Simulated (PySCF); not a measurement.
# A search over the determinants of KN

Unrestricted PBE0; basis K def2-TZVPP, N def2-TZVPP; no relativity; PySCF 2.14. Outer shells of the fragments: K 4s1; N 2s2 2p3.

Followed along the bond (rough minima from three points):

```json
{"2Ms+1": "3", "unpaired": "π ↑↑", "⟨S²⟩ at the start": "2.13", "R at minimum (Å)": "2.59", "Te (eV)": "0.00"}
{"2Ms+1": "3", "unpaired": "σ ↑, π ↑", "⟨S²⟩ at the start": "2.02", "R at minimum (Å)": "2.35", "Te (eV)": "0.12"}
{"2Ms+1": "1", "unpaired": "π ↑↓", "⟨S²⟩ at the start": "1.00", "R at minimum (Å)": "2.54", "Te (eV)": "0.56"}
{"2Ms+1": "1", "unpaired": "σ ↓, π ↑", "⟨S²⟩ at the start": "1.00", "R at minimum (Å)": "2.35", "Te (eV)": "0.65"}
{"2Ms+1": "5", "unpaired": "σ ↑↑, π ↑↑", "⟨S²⟩ at the start": "6.00", "R at minimum (Å)": "none in the scan", "Te (eV)": "≤ 1.15"}
```

Solutions found at the starting distance of 2.600 Å, counted from the lowest of them; the search is not exhaustive and high or unbound solutions are not listed, so other states can lie among these:

```
2Ms+1    unpaired   term  E (eV)  ⟨S²⟩  ⟨Lz²⟩  μ (D)
    3        π ↑↑    ³Σ⁻    0.00  2.13   0.00  -7.47
    3    σ ↑, π ↑     ³Π    0.26  2.02   1.01  -9.86
    1        π ↑↓  mixed    0.56  1.00   2.01  -8.79
    1    σ ↓, π ↑  mixed    0.79  1.00   1.02  -9.89
    5  σ ↑↑, π ↑↑    ⁵Σ⁻    1.27  6.00   0.00   2.25
    1        none  mixed    2.15  0.00   2.00  -9.07
```

A term symbol is given only where ⟨S²⟩ and ⟨Lz²⟩ are close to those of a pure state; real π, δ and φ orbitals otherwise mix terms. A positive dipole means K(−)N(+).

Compare the gap between the two lowest followed solutions at the starting distance with the gap between their minima.

At PBE0 the second solution (triplet, unpaired electrons σ ↑, π ↑) lies +0.26 eV from the first (triplet, unpaired electrons π ↑↑) at 2.600 Å and +0.12 eV at the minima; the two curves relax by different amounts, since their minima lie near 2.35 and 2.59 Å.

Counting both spins, an empty level lies below a filled one in some of these solutions, because spin and occupation are held.
